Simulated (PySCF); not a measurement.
PySCF 2.14 output of an unrestricted PBE0 calculation on a single atom or ion in def2-TZVPPD, with no relativity, point nucleus:

```
SCF conv_tol = 1e-09
number electrons alpha = 18  beta = 16
    C. Adamo and V. Barone.,  J. Chem. Phys. 110, 6158 (1999)
    M. Ernzerhof and G. E. Scuseria.,  J. Chem. Phys. 110, 5029 (1999)
cycle= 1 E= -2400.82201415734  delta_E= -0.0107  |g|= 0.0748  |ddm|= 0.158
cycle= 2 E= -2400.82267101871  delta_E= -0.000657  |g|= 0.0472  |ddm|= 0.0611
cycle= 3 E= -2400.82292711747  delta_E= -0.000256  |g|= 0.00474  |ddm|= 0.019
cycle= 4 E= -2400.8229383108  delta_E= -1.12e-05  |g|= 0.00142  |ddm|= 0.00627
cycle= 5 E= -2400.82293973848  delta_E= -1.43e-06  |g|= 4.76e-05  |ddm|= 0.00277
cycle= 6 E= -2400.8229397413  delta_E= -2.82e-09  |g|= 4.27e-06  |ddm|= 0.000129
cycle= 7 E= -2400.82293974131  delta_E= -1.27e-11  |g|= 2.78e-07  |ddm|= 7.76e-06
converged SCF energy = -2400.82293974131  <S^2> = 2.0089214  2S+1 = 3.0059417
```

The run itself started from symmetry-adapted Hartree-Fock orbitals and held the occupation by maximum overlap, on a logarithmic radial grid, so the iterations belong to that start.

Problem. Which element, charge and spin multiplicity is this?

Solution. Se (selenium, neutral), multiplicity 3; the state was [Ar] 3d10 4s1 4p5, high-spin 3P determinant (an excited configuration).
